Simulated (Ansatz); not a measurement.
Cost and result up the ladder for (HMg-mu-NH2)2 (Mg₂N₂H₆) (10 atoms). Total charge 0; singlet. Geometry: PBE0-D4/def2-SVP.

```xyz
10

Mg   -1.1919   -0.8972    0.0493
H    -2.5625   -1.9288    0.1060
N     0.7215   -0.9098    0.8847
Mg    1.1908    0.8987   -0.0469
H     2.5601    1.9323   -0.1005
N    -0.7213    0.9096   -0.8851
H     1.3129   -1.7078    0.6372
H     0.7661   -0.9143    1.9073
H    -0.7620    0.9087   -1.9080
H    -1.3138    1.7086   -0.6441
```

Ansatz on 4 threads of Arm Neoverse V2 on a shared host. Times are rough, and most runs start from the orbitals of an earlier one. ωB97X-V/def2-TZVP serves as the yardstick here, not as an exact answer. Differences are given only for rows in sets of like size (and for xTB, whose basis is part of the method), since another set adds its own error. Binding counts from free atoms at the same level (Mg singlet, H doublet, N quartet; other spins of the atoms weren't run), without zero-point energy or a counterpoise term.

B3LYP takes the VWN-RPA correlation. HSE06 is defined as in plane-wave codes, on full-range PBE exchange. Correlated methods freeze 4 core orbitals; core or outer-core shells of Mg are correlated, in sets that lack core-valence functions.

Correlated methods converge slowly with the basis.

| level | functions | wall time | binding energy per atom (eV) | difference from ωB97X-V/def2-TZVP (eV) |
| --- | --- | --- | --- | --- |
| HF/STO-3G | 34 | 0.1 s | 2.87 | – |
| HF/6-31G | 56 | 0.2 s | 1.85 | – |
| B3LYP-D4/6-31G | 56 | 0.65 s | 2.80 | – |
| LDA (SPW92)/def2-TZVP | 162 | 0.7 s | 3.23 | 0.33 |
| PBE0-D4/def2-SVP | 94 | 0.75 s | 2.86 | – |
| PBE-D4/def2-TZVP | 162 | 1.1 s | 2.89 | -0.01 |
| HF/def2-TZVP (with forces) | 162 | 1.5 s | 1.96 | -0.94 |
| BHLYP-D4/def2-TZVP | 162 | 1.6 s | 2.80 | -0.10 |
| PBE0-D4/def2-TZVP | 162 | 1.6 s | 2.84 | -0.06 |
| HSE06-D4/def2-TZVP | 162 | 1.6 s | 2.84 | -0.06 |
| MP2/def2-TZVP | 162 | 2 s | 2.74 | -0.16 |
| B97M-V/def2-TZVP | 162 | 4.2 s | 2.90 | 0.00 |
| ωB97X-V/def2-TZVP | 162 | 4.7 s | 2.90 | 0.00 |
| CCSD(T)/def2-TZVPP | 210 | 99 s | 2.80 | -0.10 |
